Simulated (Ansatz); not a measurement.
Relaxation of a periodic cell of 20 atoms, H$_{2}$CO$_{2}$ (contents 4 H2 + 4 CO2, density as packed 0.80 g/cm³ with natural masses), to a largest force component of 0.3 eV/Å in at most 15 steps.

All numbers below come from DFT r2SCAN-D3(BJ), scalar-relativistic, plane waves, PAW in Ansatz. Settings: accuracy low, cutoff 500 eV, k mesh 1x1x1, fermi-dirac smearing 0.05 eV, no spin polarisation.

```xyz
20
Lattice="7.2685 0.0000 0.0000 0.0000 7.2685 0.0000 0.0000 0.0000 7.2685" Properties=species:S:1:pos:R:3
H 0.540 3.684 4.823
H 1.235 3.519 5.009
H 4.848 3.169 6.949
H 5.348 2.769 6.584
H 5.896 1.768 3.069
H 5.721 1.488 2.410
H 6.953 5.452 6.699
H 7.038 4.720 6.673
C 4.312 6.561 4.719
O 4.263 6.863 5.858
O 4.361 6.260 3.581
C 0.136 6.106 3.508
O -0.555 5.975 2.562
O 0.827 6.238 4.453
C 0.181 1.849 6.302
O -0.210 1.016 5.565
O 0.573 2.681 7.039
C 2.667 4.590 6.869
O 2.779 3.439 6.640
O 2.556 5.741 7.098
```

**Question.** Where does it end, and by what steps?

**Answer.** The run converged. The threshold is loose, so the end isn't yet a minimum. The force dipped under the threshold on the way, but the program's further checks kept it going. Limits of this set-up: coarse k mesh, low accuracy level. After 8 steps the energy has fallen by 1.491 eV; O19 moved furthest, 1.08 Å.

```json
{"step": "0", "energy less start (eV)": "0.0000", "largest force component (eV/Å)": "2.421", "accepted": "yes"}
{"step": "1", "energy less start (eV)": "-0.6187", "largest force component (eV/Å)": "0.674", "accepted": "yes"}
{"step": "2", "energy less start (eV)": "-0.9214", "largest force component (eV/Å)": "0.484", "accepted": "yes"}
{"step": "3", "energy less start (eV)": "-1.1188", "largest force component (eV/Å)": "0.973", "accepted": "yes"}
{"step": "4", "energy less start (eV)": "-1.2470", "largest force component (eV/Å)": "0.940", "accepted": "yes"}
{"step": "5", "energy less start (eV)": "-1.3569", "largest force component (eV/Å)": "0.819", "accepted": "yes"}
{"step": "6", "energy less start (eV)": "-1.4308", "largest force component (eV/Å)": "0.603", "accepted": "yes"}
{"step": "7", "energy less start (eV)": "-1.4913", "largest force component (eV/Å)": "0.116", "accepted": "yes"}
{"step": "8", "energy less start (eV)": "-1.4913", "largest force component (eV/Å)": "0.116", "accepted": "yes"}
```

```xyz
20
Lattice="7.2685 0.0000 0.0000 0.0000 7.2685 0.0000 0.0000 0.0000 7.2685" Properties=species:S:1:pos:R:3
H 0.529 3.318 4.232
H 1.207 3.454 4.508
H 4.731 2.831 6.780
H 4.974 2.255 6.375
H 5.800 1.766 3.182
H 5.563 1.350 2.612
H 6.714 5.480 6.556
H 6.749 4.740 6.621
C 4.303 6.386 4.351
O 4.324 6.851 5.416
O 4.289 5.919 3.289
C 0.713 6.173 3.536
O -0.158 6.044 2.782
O 1.582 6.295 4.297
C 0.351 1.549 6.808
O -0.030 0.940 5.894
O 0.723 2.167 7.717
C 2.368 5.457 7.151
O 2.718 4.512 6.573
O 2.019 6.400 7.730
```

Whether the end is a true minimum wasn't checked by a vibrational analysis.

Run time: 2.2 min on 1 thread of Arm Neoverse V2 (shared host), peak memory 0.68 GiB.
